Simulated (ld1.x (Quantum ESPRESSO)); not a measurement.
Configuration tests for V (Z = 23) (PAW)

```
Element                 : V
Generator               : ld1.x (Quantum ESPRESSO) 7.5
Type                    : PAW
Functional              : LDA (PZ)
Relativity              : scalar-relativistic
Frozen core             : [Ar]
Valence charge          : 5
Reference configuration : 3d3 4s2 4p0
Partial waves           : 4s (bound): rcut 1.85, rcutus 2.50 bohr; 4s channel at 1.05 Ry: rcut 1.85, rcutus 2.50 bohr; 4p (bound, empty): rcut 2.90, rcutus 3.25 bohr; 4p channel at 0.2 Ry: rcut 2.90, rcutus 3.25 bohr; 3d (bound): rcut 1.35, rcutus 1.60 bohr; 3d channel at -0.1 Ry: rcut 1.35, rcutus 1.60 bohr
Local potential         : all-electron potential smoothed inside 1.60 bohr (lloc = -1)
Core correction         : Bessel-smoothed model core, default radius (core density twice the valence density)
Augmentation charge     : PSQ, inside the norm-conserving radii
```

Energies are relative to the spin-unpolarised reference configuration 3d3 4s2 4p0; without spin polarisation the order of configurations can differ from experiment. Not all tests gave a result: test run stopped at test 5 of 9 (negative rho).

| valence configuration | charge | ΔE all-electron (eV) | error AE − PS (meV) |
| --- | --- | --- | --- |
| 3d3 4s0 4p0 | +2 | 22.486 | -13 |
| 3d2 4s0 4p0 | +3 | 51.645 | -550 |
| 3d3 4s1.5 4p0 | +0.5 | 3.180 | -0.6 |

What are ΔE and the potential's error for 3d3 4s1 4p0?

ΔE = 7.941 eV all-electron; the error (AE − PS) is -2.1 meV.

Levels in the configuration 3d2 4s0 4p0:

| level | all-electron (eV) | pseudo (eV) |
| --- | --- | --- |
| 3d | -37.213 | -38.430 |

Note: ghost state, extra bound levels that the all-electron valence spectrum of the same l lacks: s at -17.8 eV. A true bound ghost makes a file unfit for plane-wave use.
